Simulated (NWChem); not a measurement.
System: InAsH$_{4}$; SMILES [InH2][AsH2]

The following NWChem deck was run.

```
start job
memory heap 200 mb stack 900 mb global 1100 mb
geometry units angstroms noautoz
  In    -0.058710     1.142421    -0.009416
  As    -0.132720    -1.460568     0.080376
  H      0.731860    -1.575734    -1.171600
  H     -1.434239    -1.498328    -0.715233
  H      1.457150     1.934435    -0.302235
  H     -1.506024     2.040965     0.320695
end
basis spherical
  * library def2-svp
end
ecp
  In library def2-ecp
end
dft
  xc xwpbe 1.00 cpbe96 1.0 hfexch 1.00
  cam 0.5 cam_alpha 0.0 cam_beta 1.0
  iterations 150
  vectors input atomic output neutral.movecs
end
task dft energy
charge 1
dft
  odft
  mult 2
  vectors input atomic output cation.movecs
end
task dft energy
```

All runs use the structure optimised with PBE0/def2-SVP. def2 effective core potentials on In; no spin-orbit coupling.

Ions are spin-unrestricted doublets at the neutral geometry; other ion states weren't tried. Functional: LC-ωPBE (HJS hole) with def2-SVP; the question gives the range parameter ω in 1/bohr.

Task: Give the results of this calculation. (LC-wPBE (HJS exchange hole, range parameter 0.5 per bohr)/def2-SVP with def2 effective core potentials on In, vertical spin-unrestricted ions.) Quantities: vertical ionisation energy, ΔSCF (eV); −ε(HOMO) (eV).

Result: 
```json
{
 "vertical ionisation energy, ΔSCF (eV)": "9.10",
 "−ε(HOMO) (eV)": "9.60"
}
```
